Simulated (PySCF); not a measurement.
**Cs2S: bending curve**

These are results of PBE0/[S def2-TZVP, Cs def2-TZVP with ECP46], scalar-relativistic core potentials, density fitting, no spin–orbit coupling, PySCF, not measurements.

Rigid scan from the singlet minimum (S–Cs 2.941 Å (×2); Cs–S–Cs 180.0°). Coordinate: the Cs–S–Cs angle, bonds fixed. Energies in kJ/mol from the minimum.

| bond angle (°) | E (kJ/mol) | dipole size (D) |
| --- | --- | --- |
| 80 | 68.6 | 11.48 |
| 90 | 45.9 | 10.70 |
| 100 | 29.4 | 9.82 |
| 110 | 17.6 | 8.84 |
| 120 | 10.7 | 7.78 |
| 130 | 6.3 | 6.63 |
| 140 | 3.3 | 5.40 |
| 150 | 1.4 | 4.11 |
| 160 | 0.6 | 2.77 |
| 170 | 0.1 | 1.39 |
| 180 | 0.0 | 0.00 |

Other isomers or separated fragments may lie lower.

The scan took 9.5 s on 2 threads of a shared Arm Neoverse V2 host; the process peaked at 0.87 GiB.
